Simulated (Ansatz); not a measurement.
H$_{6}$N$_{3}$Sn (`[NH2][Sn]([NH2])[NH2]`) radical. Total charge 0; spin multiplicity 2. Sn takes the def2 core potential. All single points use the PBE0-D4/def2-TZVP geometry. It is one conformer, not always the lowest.

```xyz
10

N    -1.804   -0.206   -0.332
Sn    0.129   -0.723    0.101
N     0.556    0.498    1.688
N     1.165    0.173   -1.421
H    -2.503   -0.888   -0.064
H    -1.925   -0.007   -1.319
H    -0.286    0.776    2.182
H     1.202    0.114    2.367
H     1.944    0.720   -1.071
H     1.521   -0.457   -2.130
```

Question: What is the dipole moment at PBE/def2-TZVPP? (An estimate is asked.)

Answer: Ansatz gave: 1.73 D, with components (0.30, -1.68, 0.24) D in this frame, pointing from negative to positive charge.

Question: And with r2SCAN, B3LYP, ωB97M-V? (Best estimate.)

Answer: The calculation gave: r2SCAN 1.88 D, B3LYP 2.06 D, ωB97M-V 2.35 D.

Question: Give the Mulliken charges with PBE, ωB97M-V, B3LYP in def2-TZVPP. (An estimate is asked.)

Answer: The calculation gave: 
```tsv
atom	PBE	ωB97M-V	B3LYP
N1	-0.52	-0.50	-0.54
Sn2	0.71	0.81	0.83
N3	-0.52	-0.50	-0.54
N4	-0.52	-0.50	-0.54
H5	0.14	0.11	0.13
H6	0.15	0.12	0.14
H7	0.15	0.12	0.14
H8	0.14	0.11	0.13
H9	0.15	0.12	0.14
H10	0.14	0.11	0.13
```

B3LYP here is the variant with VWN-RPA as its local correlation; programs differ in this.
